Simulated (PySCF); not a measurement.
**RbAl⁺ at UHF-CCSD(T)**

Level: UHF-CCSD(T). Rb def2-SVP with ECP28, Al def2-SVP; scalar-relativistic core potentials (PySCF 2.14).

```json
{"state": "²Σ⁺ (doublet), unpaired electrons σ ↑", "bond length": "4.132 Å", "harmonic wavenumber": "74.9 cm⁻¹", "force constant": "0.0676 mdyn/Å", "rotational constant Be": "0.04822 cm⁻¹", "anharmonicity ωexe": "0.553 cm⁻¹", "vibration–rotation constant αe": "0.000458 cm⁻¹", "well depth De to Rb⁺ + Al": "0.42 eV", "dissociation energy D0": "0.41 eV"}
```

Correlated steps freeze 5 core orbitals. Correlated levels converge slowly with the basis: in double zeta they bind strong bonds too weakly, by up to about 1 eV, and carry superposition errors of some tenths. Spin–orbit coupling is left out. For an ion De counts to the pair picked by the measured ionisation energies or electron affinities, which need not be the lowest pair at this level. The state is the lowest determinant that a PBE0 search found; another state may lie lower at other levels.
